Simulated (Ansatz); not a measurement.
Ansatz (an electronic-structure program) input (CCSD(T)/aug-cc-pV(D+d)Z):
A basis named .json is the Basis Set Exchange file of that set.

Ansatz 0.2 input:
```yaml
crystal:
  periodic: [false, false, false]
  atoms:
    - {symbol: Si, position_ang: [0.08122721, 0.12449214, -0.11110358]}
    - {symbol: C, position_ang: [1.59304644, -0.83771138, -0.54712479]}
    - {symbol: C, position_ang: [-1.25940410, 0.29211945, -1.36655420]}
    - {symbol: N, position_ang: [-0.76100624, -1.05573997, 1.19342201]}
    - {symbol: N, position_ang: [0.39183916, 1.53595111, 0.75377219]}
    - {symbol: H, position_ang: [2.27485545, -0.94060218, 0.30014954]}
    - {symbol: H, position_ang: [2.13555652, -0.32089016, -1.34165179]}
    - {symbol: H, position_ang: [1.35143483, -1.83720238, -0.91461490]}
    - {symbol: H, position_ang: [-2.13633456, 0.80663180, -0.96706220]}
    - {symbol: H, position_ang: [-1.57961487, -0.67623910, -1.75662365]}
    - {symbol: H, position_ang: [-0.89368129, 0.87896457, -2.21186724]}
    - {symbol: H, position_ang: [-1.01336169, -1.96890646, 0.81280077]}
    - {symbol: H, position_ang: [-1.61334328, -0.63595981, 1.56680858]}
    - {symbol: H, position_ang: [-0.21904506, 2.33807851, 0.74945769]}
    - {symbol: H, position_ang: [1.28140543, 1.74376313, 1.18049523]}
    - {symbol: H, position_ang: [-0.14273687, -1.21845422, 1.98927274]}
basis:
  gaussian:
    orbitals: aug-cc-pV_D+d_Z.json
total_charge: 1
magnetization: {spin_polarized: false}
correlation: {method: ccsd_t, electrons: outside_noble_gas}
output: {forces: true}
```

End of the output:

```
cycle   2  -22.64491895 eV  change   -5.1e-1 eV  update   2.6e-2
cycle   3  -22.72967938 eV  change   -8.5e-2 eV  update   1.1e-2
cycle   4  -22.72859395 eV  change    1.1e-3 eV  update   2.6e-3
cycle   5  -22.72854734 eV  change    4.7e-5 eV  update   1.1e-3
cycle   6  -22.72868993 eV  change   -1.4e-4 eV  update   3.5e-4
cycle   7  -22.72861639 eV  change    7.4e-5 eV  update   1.5e-4
cycle   8  -22.72860186 eV  change    1.5e-5 eV  update   5.2e-5
cycle   9  -22.72860189 eV  change   -3.4e-8 eV  update   1.6e-5
cycle  10  -22.72859423 eV  change    7.7e-6 eV  update   4.9e-6
perturbative correction -0.69751011 eV, -0.0256330239 hartree
the calculation of the forces begins
1.29 GiB of device memory are held for the factors and their scratch space
Total energy: -13081.87163590 eV, -480.7499154081 hartree
Atom 0 at     0.081227     0.124492    -0.111104 Å, force    -0.033918    -0.230772    -0.200121 eV/Å
Atom 1 at     1.593046    -0.837711    -0.547125 Å, force    -0.190094     0.103045     0.071941 eV/Å
Atom 2 at    -1.259404     0.292119    -1.366554 Å, force     0.149168    -0.031333     0.169401 eV/Å
Atom 3 at    -0.761006    -1.055740     1.193422 Å, force     0.097751     0.113786    -0.183384 eV/Å
Atom 4 at     0.391839     1.535951     0.753772 Å, force     0.018501     0.167515     0.166567 eV/Å
Atom 5 at     2.274855    -0.940602     0.300150 Å, force     0.299154    -0.043704     0.385526 eV/Å
Atom 6 at     2.135557    -0.320890    -1.341652 Å, force     0.241527     0.228300    -0.353348 eV/Å
Atom 7 at     1.351435    -1.837202    -0.914615 Å, force    -0.114532    -0.450115    -0.164757 eV/Å
Atom 8 at    -2.136335     0.806632    -0.967062 Å, force    -0.390230     0.229355     0.187485 eV/Å
Atom 9 at    -1.579615    -0.676239    -1.756624 Å, force    -0.141036    -0.439617    -0.172371 eV/Å
Atom 10 at    -0.893681     0.878965    -2.211867 Å, force     0.161501     0.259998    -0.376337 eV/Å
Atom 11 at    -1.013362    -1.968906     0.812801 Å, force    -0.090079    -0.278115    -0.069899 eV/Å
Atom 12 at    -1.613343    -0.635960     1.566809 Å, force    -0.255792     0.088133     0.136358 eV/Å
Atom 13 at    -0.219045     2.338079     0.749458 Å, force    -0.237808     0.291679    -0.007400 eV/Å
Atom 14 at     1.281405     1.743763     1.180495 Å, force     0.335795     0.064480     0.157380 eV/Å
Atom 15 at    -0.142737    -1.218454     1.989273 Å, force     0.150092    -0.072634     0.252957 eV/Å
Dipole moment:    -0.336235    -0.413281     0.600607 e Å
```

It need not be the lowest isomer of its formula.
